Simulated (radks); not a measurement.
Q: The table gives one normalised radial function P(r) = r R(r) (large component) of Lu in [Xe] 4f14 5d1 6s2 (r in bohr). All-electron calculation, Dirac Kohn-Sham, relativistic LDA (MacDonald-Vosko exchange, VWN5 correlation), spin-unpolarised, spherical densities, finite nucleus; open shells fill j = l - 1/2 first; Fermi nuclear charge, rms radius 5.37 fm. Program: a radial shooting solver on a logarithmic mesh with Libxc functionals.

| r | P |
|---|---|
| 0.003848 | 0.0233 |
| 0.005257 | 0.0348 |
| 0.007182 | 0.0522 |
| 0.009733 | 0.0769 |
| 0.0133 | 0.1122 |
| 0.01817 | 0.1570 |
| 0.02462 | 0.2039 |
| 0.03363 | 0.2380 |
| 0.04595 | 0.2257 |
| 0.06227 | 0.1322 |
| 0.08508 | -0.0586 |
| 0.1153 | -0.2681 |
| 0.1575 | -0.3356 |
| 0.2152 | -0.0991 |
| 0.2916 | 0.3166 |
| 0.3984 | 0.5072 |
| 0.5443 | 0.1424 |
| 0.7377 | -0.5172 |
| 1.008 | -0.9658 |
| 1.377 | -0.9172 |
| 1.866 | -0.5701 |
| 2.549 | -0.2307 |
| 3.455 | -0.0605 |
| 4.72 | -0.0085 |
| 6.448 | -0.0005 |
| 8.739 | 0.0000 |
| 11.94 | 0.0000 |

Which n and l does it have? It may be an empty orbital.

A: n = 5, l = 1: the number of nodes gives n - l - 1 = 3, the rise at small r points to l (for j = l - 1/2 the large component starts outside the nucleus as r^gamma with gamma = sqrt(l^2 - (Z/c)^2) = 0.86 and the r^(l+1) term takes over further out; the orbital of l - 1 with the same j starts with the same power, but with a larger coefficient, and does not steepen), and the extent must fit the shell. The curve is that of 5p1/2; the two j differ most near the nucleus, where j = l - 1/2 has the larger amplitude, and in heavy atoms j = l - 1/2 is also the more compact. 5p1/2: eigenvalue -36.487 eV, 3 radial nodes at r = 0.0782, 0.232, 0.583 bohr, <r> = 1.32 bohr, 90 % of the charge inside 1.95 bohr.
